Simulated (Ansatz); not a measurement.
`[OH][Al]([OH])[O][SiH3]`, relaxed with RKS PBE0-D4/def2-TZVP in Ansatz 0.2.0 from a PBE-D4/def2-SVP geometry. The force threshold is 0.005 eV/Å; the program also tests the step.

The species carries charge 0 and has multiplicity 1.

Start:

```xyz
10

O    -1.552    2.121   -0.754
Al   -1.232    0.468   -0.466
O    -2.509   -0.611   -0.820
O     0.271   -0.070    0.139
Si    1.730   -0.647    0.668
H    -0.882    2.800   -0.586
H    -2.412   -1.567   -0.689
H     2.854    0.228    0.176
H     1.769   -0.675    2.174
H     1.962   -2.047    0.158
```

**Question.** How much energy does the relaxation release, and in how many steps? (Estimate.)

**Answer.** Ansatz gave: 1.62 kcal/mol, in 6 steps.

**Question.** Which bonds change most? (Estimate.)

**Answer.** Computed: O4–Si5 from 1.656 to 1.621 Å; Al2–O4 from 1.707 to 1.679 Å; Al2–O3 from 1.709 to 1.684 Å; O1–Al2 from 1.708 to 1.684 Å.

**Question.** Give the relaxed structure. (An estimate is asked.)

**Answer.** Computed: 
```xyz
10

O    -1.515    2.092   -0.731
Al   -1.208    0.458   -0.460
O    -2.464   -0.612   -0.800
O     0.274   -0.075    0.121
Si    1.699   -0.636    0.653
H    -0.862    2.770   -0.569
H    -2.381   -1.556   -0.679
H     2.807    0.230    0.167
H     1.721   -0.651    2.140
H     1.928   -2.020    0.158
```
